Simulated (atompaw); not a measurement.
How hard is this beryllium (Be) PAW (atompaw) potential?

- Element: Be
- Generator: atompaw 4.2.0.5
- Type: PAW
- Functional: LDA (PW92)
- Relativity: scalar-relativistic
- Frozen core: none
- Valence charge: 4
- Reference configuration: 1s2 2s1.75 2p0.25
- Partial waves: 1s (bound); 2s (bound); 2p (bound); 2p channel at 0.2 Ry; 3d channel at 0.05 Ry; 3d channel at 1.6 Ry
- Local potential: troulliermartins scheme with l = 3 at 0 Ry, radius 2.35 bohr
- Core correction: none
- Augmentation charge: besselshape compensation charge, radius 2.55 bohr; PAW radius 3.00 bohr; waves and projectors: bloechl

The pseudo-atom Hamiltonian at the reference potential is diagonalised in spherical Bessel functions j_l(qr) that vanish at 20 bohr, with q² up to the cutoff. All-electron valence levels (Ry): 1s -7.7391, 2s -0.4225, 2p -0.1646.

Task: How do the lowest levels (Ry) of each channel move with the cutoff, and are there ghosts?

Result:

```
cutoff (Ry)     s #1     s #2     p #1    p #2    d #1    d #2    f #1    f #2  Σ f·Δε (mRy)
          8  -7.7239  -0.2917  -0.1638  0.0331  0.0599  0.1489  0.1090  0.2374         259.6
         10  -7.7320  -0.3489  -0.1643  0.0331  0.0599  0.1489  0.1090  0.2374         143.0
         12  -7.7361  -0.3881  -0.1645  0.0331  0.0599  0.1489  0.1090  0.2374          66.1
         15  -7.7379  -0.4089  -0.1646  0.0331  0.0599  0.1489  0.1090  0.2374          26.2
         18  -7.7389  -0.4199  -0.1646  0.0330  0.0599  0.1489  0.1090  0.2374           5.0
         21  -7.7390  -0.4218  -0.1646  0.0330  0.0599  0.1489  0.1090  0.2374           1.4
         25  -7.7391  -0.4223  -0.1646  0.0329  0.0599  0.1489  0.1090  0.2374           0.3
         30  -7.7391  -0.4225  -0.1646  0.0328  0.0599  0.1489  0.1090  0.2374           0.0
         35  -7.7391  -0.4225  -0.1646  0.0328  0.0599  0.1489  0.1090  0.2374           0.0
        400  -7.7391  -0.4225  -0.1646  0.0328  0.0599  0.1489  0.1090  0.2374           0.0
```

Result: no extra level below or beside the all-electron valence levels (s, p, d, f tested); 10 mRy is reached at 18 Ry and 1 mRy at 25 Ry.
